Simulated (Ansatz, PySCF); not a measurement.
System: sum formula HSiO$_{3}$, charge -1, multiplicity 1. It need not be the lowest isomer of its formula. Whether it binds its extra electron was not tested at this geometry. 
Geometry from a B3LYP-D3(BJ)/def2-TZVP (Ansatz, a program for electronic structure) optimisation:
```xyz
5

Si     0.1505     0.0565     0.0005
O     -0.1284     1.5807    -0.0196
O      1.4053    -0.8393     0.0211
O     -1.2902    -0.8192    -0.0007
H     -2.0001    -0.1679    -0.0141
```
Charge -1, spin multiplicity 1.

Total electronic energies in hartree. Correlated levels leave the core frozen unless marked. No spin-orbit coupling. No relativistic terms. CBS(X,Y): correlation extrapolated as X^-3; Hartree-Fock from the larger set. [CCSD(T)-MP2]/basis is that difference in the basis named.

```csv
level,program,energy (Eh)
HF/cc-pV(D+d)Z,Ansatz,-514.23348
HF/aug-cc-pV(T+d)Z,Ansatz,-514.36350
BLYP/def2-TZVPD,Ansatz,-516.04155
r2SCAN-D4/def2-TZVPD,Ansatz + dftd4,-515.92797
PBE0/def2-SVP,Ansatz,-515.26352
M06-2X/def2-TZVPD,PySCF,-515.95909
wB97X-V/def2-TZVPD,Ansatz,-515.93040
B2GP-PLYP-D4/def2-TZVPD,Ansatz + dftd4,-515.72905
B2PLYP-D4/def2-TZVPD,Ansatz + dftd4,-515.81202
B2PLYP/def2-TZVPD,Ansatz,-515.80925
MP2/cc-pV(T+d)Z,Ansatz,-515.19052
SCS-MP2/STO-3G,Ansatz,-507.64176
CCSD/aug-cc-pV(D+d)Z,Ansatz,-514.99728
CCSD/aug-cc-pV(T+d)Z,Ansatz,-515.21941
"RI-MP2/CBS(aug-cc-pV(T+d)Z,aug-cc-pV(Q+d)Z)+[CCSD(T)-MP2]/aug-cc-pV(T+d)Z",Ansatz,-515.3756
```

Totals of different functionals don't rank their quality; only differences between species are comparable.
